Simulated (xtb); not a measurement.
C₃H₄F₂Si, SMILES C([SiH3])(C#C)(F)F. All values are semi-empirical tight-binding results from xtb (GFN2-xTB unless named), good for trends rather than for accurate numbers. Geometry: GFN2-xTB. This is a generated structure with no PubChem entry under its InChIKey; it may be hypothetical.

Question: Estimate the properties. (An estimate is asked for; the answer gives what the named calculation found.)

Answer: 
- point group as xtb finds it: Cs
- orbital gap: 5.05 eV
- dipole moment: 3.51 D
- zero-point energy: 33.0 kcal/mol
- G − E(el) at 298.15 K (modified RRHO): 12.9 kcal/mol
- static polarisability (D4 model): 64.2 bohr³
- solvation energy, GFN2-xTB/ALPB(water): -3.5 kcal/mol
- solvation energy, GFN2-xTB/ALPB(dmf): -5.6 kcal/mol
